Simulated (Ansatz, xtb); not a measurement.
# FGeHS: which of two structures lies lower

Structure a: `[F][GeH]=[S]`, a singlet. Structure b: a singlet given by its coordinates. Both are isolated molecules in the gas phase, relaxed with PBE0-D3(BJ)/def2-SVP.

a (Å):

```xyz
4

F     1.1173    0.1642    0.6665
Ge   -0.5430    0.3318    0.1930
S    -1.2566   -0.2823   -1.5799
H    -1.1712    1.0071    1.4145
```

b (Å):

```json
{"atom": "F", "x (Å)": "-1.5166", "y (Å)": "-0.3968", "z (Å)": "-1.2214"}
{"atom": "Ge", "x (Å)": "-0.3188", "y (Å)": "0.8641", "z (Å)": "-0.9257"}
{"atom": "S", "x (Å)": "0.2678", "y (Å)": "0.1632", "z (Å)": "1.1282"}
{"atom": "H", "x (Å)": "-0.6046", "y (Å)": "-0.8696", "z (Å)": "1.0786"}
```

Close contacts (Å): F1–Ge2 1.76, Ge2–S3 2.25, S3–H4 1.35.

Q: Estimate which is lower in electronic energy at CCSD(T)/def2-TZVPP, and by roughly how much.

A: The CCSD(T)/def2-TZVPP calculation puts structure b lower, by 0.594 eV.

The same difference at several levels:

```
               level              geometry  E(b) − E(a) (eV)  departure from the last row (eV)  job, with rough time for the two
            GFN2-xTB              GFN2-xTB              −1.496                            −0.902              optimisation, 0.68 s
           HF/STO-3G              GFN2-xTB              −0.713                            −0.120               single point, 1.4 s
  r2SCAN-D4/def2-SVP              GFN2-xTB              −0.664                            −0.070               single point, 5.9 s
PBE0-D3(BJ)/def2-SVP  PBE0-D3(BJ)/def2-SVP              −0.707                            −0.113                optimisation, 51 s
       HF/def2-TZVPP  PBE0-D3(BJ)/def2-SVP              −0.674                            −0.080           part of the CCSD(T) run
      MP2/def2-TZVPP  PBE0-D3(BJ)/def2-SVP              −0.508                            +0.086           part of the CCSD(T) run
  CCSD(T)/def2-TZVPP  PBE0-D3(BJ)/def2-SVP              −0.594                                                  single point, 82 s
```

None of the levels shown reverses the order. The largest departure from CCSD(T)/def2-TZVPP is that of GFN2-xTB, 0.902 eV.

With harmonic frequencies from PBE0-D3(BJ)/def2-SVP (ideal gas, rigid rotor, one conformer each, 298.15 K, 1 atm): the zero-point term adds +0.003 eV; ΔH is −0.582 and ΔG −0.603 eV.

The correlated steps freeze 15 core orbitals; the filled d shell of Ge is correlated, in a basis made for valence electrons. Codes used: Ansatz 0.2.0, xtb 6.7.1; the last row on 1 thread of Intel(R) Xeon(R) Processor @ 2.50GHz (Skylake/Cascade Lake) on a shared host.
